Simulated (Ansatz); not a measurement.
Reactions of C₂H₈BrNOSi, SMILES `CO[Si](C)(N)Br`.

Gas-phase electronic energies from Ansatz, PBE0-D4/def2-TZVP geometries. CBS: MP2 limit from def2 TZ/QZ plus the TZ coupled-cluster correction, frozen cores. This one scheme is used for every species. Double bonds are as drawn, so ΔE can hold a change between cis and trans. DFT in def2-TZVPP. Elements past krypton have def2 core potentials. For Br, Cd, Sn outer-core shells are correlated without core-valence functions, which leaves a few kJ/mol of doubt a bond. Scalar relativity is left out up to krypton. Each species was taken in one conformer, which may not be the lowest.

```
                                                                      reaction  CCSD/CBS(def2) (kcal/mol)  r2SCAN-D4 (kcal/mol)  MP2/CBS(def2) (kcal/mol)  B2PLYP (kcal/mol)
                    `CO[Si](C)(N)Br` + `C=C(O)O` → `C=C(O)OC` + `CO[SiH](N)Br`                       22.9                  23.2                      24.2               21.6
                                      `CO[Si](C)(N)Br` → `C[SiH](N)Br` + `C=O`                       53.0                  53.8                      55.4               49.5
                                  `CO[Si](C)(N)Br` + H₂ → `CO[SiH](N)Br` + CH₄                       -3.6                  -2.3                      -1.4               -4.7
                   `CO[Si](C)(N)Br` + `O/C=C\F` → `CO/C=C/F` + `C[Si](N)(O)Br`                        0.3                  -0.6                       0.0               -0.4
                                   `CO[Si](C)(N)Br` + H₂ → `CO[SiH](C)N` + HBr                       23.2                  24.7                      27.1               22.1
                                 `CO[Si](C)(N)Br` + H₂ → `C[SiH](N)Br` + CH₃OH                       22.1                  23.5                      24.8               21.7
                                        `CO[Si](C)(N)Br` → `CO[Si]Br` + CH₃NH₂                       70.8                  72.7                      75.5               66.1
         `CO[Si](C)(N)Br` + `[CH3][Cd][F]` → `CO[Si](C)(N)F` + `[CH3][Cd][Br]`                      -37.3                 -35.1                     -35.4              -36.9
                            `CO[Si](C)(N)Br` + `BBC` → `C[SiH](N)Br` + `CBBOC`                       -3.0                  -3.5                      -2.8               -4.5
`CO[Si](C)(N)Br` + `C#[C][SnH2][F]` → `C#[C][SnH]([CH3])[F]` + `C[Si](N)(O)Br`                      -23.2                 -22.0                     -25.6              -21.8
```

(1) Give the CCSD(T)/CBS values in the same order. (Best estimate.)

Largest T1 diagnostic: 0.015, for `C=O`.

Answers

(1) Computed: 22.9, 52.9, -2.6, 0.2, 24.2, 23.0, 70.7, -36.1, -3.6, -23.5 kcal/mol.
